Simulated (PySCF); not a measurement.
## C₆ coefficients of unlike pairs at r2SCANh

Calculated with PySCF 2.14 from the dipole response of each species, C₆(A,B) = (3/π) ∫ α_A(iu) α_B(iu) du, in atomic units, from isotropic polarisabilities. For ions this is the dispersion term alone; charge-induced terms of lower order in 1/R come first.

```
species           configuration                                                                                              basis      relativity  α (bohr³)  C₆ (like pair)
   Pt³⁺      [Xe] 4f14 5d7 (4F)                    x2c-TZVPPall with one added diffuse shell each of s, p, d, f type (12s8p8d4f1g)   spin-free X2C      6.291           36.30
    Co⁺           [Ar] 3d8 (3F)                                                                         aug-cc-pVQZ (9s8p6d4f3g2h)            none      9.138           32.48
   Pd²⁺           [Kr] 4d8 (3F)                               def2-QZVPPD with the def2 core potential (28 electrons) (7s5p4d4f2g)  core potential      6.582           34.76
      W  [Xe] 4f14 5d4 6s2 (5D)  aug-cc-pVTZ-PP with one added diffuse shell each of s, p, d, f, g type with ECP60MDF (7s7p6d4f3g)  core potential      77.05           985.3
```

(1) Estimate C₆ for Pd²⁺ with Pt³⁺.

No spin-orbit coupling is included.

The other pairs:

```
     pair     C₆
   W, Co⁺  165.0
  W, Pt³⁺  148.4
Pd²⁺, Co⁺  32.68
  W, Pd²⁺  150.1
Co⁺, Pt³⁺  33.02
```

## Answers

(1) The integral gives 35.47. The combination rule 2 C_A C_B / (C_A α_B/α_A + C_B α_A/α_B) gives 35.44 and the geometric mean 35.52.
